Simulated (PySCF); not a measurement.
Z-matrix (Å, degrees):
```
Ta
F 1 1.9456
N 1 1.9880 2 103.56
H 3 1.0256 1 124.70 2 84.07
H 3 1.0256 4 109.75 1 169.56
N 1 2.0171 2 82.07 3 113.49
H 6 1.0233 1 125.63 2 167.96
H 6 1.0259 7 110.83 1 164.66
N 1 2.0171 2 82.09 8 131.32
H 9 1.0233 1 125.62 2 -167.94
H 9 1.0260 10 110.83 1 -164.62
N 1 2.0199 2 159.61 8 64.70
H 12 1.0257 1 123.62 2 179.94
H 12 1.0262 13 108.58 1 -179.91
```
Charge 0, multiplicity 1.

Problem. Give the dipole moment, HOMO–LUMO gap, HOMO, total energy and charge on the central atom (Mulliken) at the level PBE-D3(BJ)/def2-TZVP // PBE-D3(BJ)/def2-SVP (PySCF 2.14.0).

Solution. 
```
Item                                          Value
-------------------------------------  ------------
dipole moment                                2.85 D
HOMO–LUMO gap                               4.28 eV
HOMO                                       -5.74 eV
total energy                           -10360.25 eV
charge on the central atom (Mulliken)        1.17 e
```
